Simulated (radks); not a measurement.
Spherical quantum dot in the effective-mass picture: electrons in a hard-walled sphere of radius 6.33, with a point charge +2 (a donor) at the centre, all in effective atomic units (hartree* = m*/eps^2 hartree, bohr* = eps/m* bohr), one dielectric constant everywhere. Calculated with a radial shooting solver with Libxc functionals: non-relativistic Kohn-Sham, r2SCAN, spin-polarised, spherical densities, generalised Kohn-Sham scheme. Levels are named by radial order and angular momentum (1s, 1p, 1d, 2s, ...), and open shells are averaged over m. Results are scaled to m* = 0.064 and eps = 14, for which hartree* = 8.885 meV and bohr* = 11.58 nm.

N = 40, configuration 1s2 1p6 1d10 2s2 1f14 1g(up 6, down 0). This is the lowest configuration that the search found. Occupied and some empty levels:

level    occupation  eigenvalue (meV)  <r> (nm)
1s up             1            64.193     39.07
1s down           1            64.324     25.21
2s up             1            64.672     27.94
1p up             3            64.788     56.27
2s down           1            64.847     41.45
1p down           3            65.104     55.98
1d up             5            65.631     56.88
1d down           5            65.969     56.66
1f up             7            66.855     57.50
1f down           7            67.218     57.34
1g up             6            68.439     58.11
1g down           0            68.829     57.99
1h up             0            70.366     58.68
1h down           0            70.785     58.61
3s up             0            71.752     37.77
2p up             0            71.890     36.19
3s down           0            71.912     37.80
2p down           0            72.034     36.04
2d up             0            74.238     41.72
2d down           0            74.433     41.70

Energy (meV): total 1316.92, kinetic 259.25, external -199.81, Hartree 1379.5, exchange-correlation -122.03.
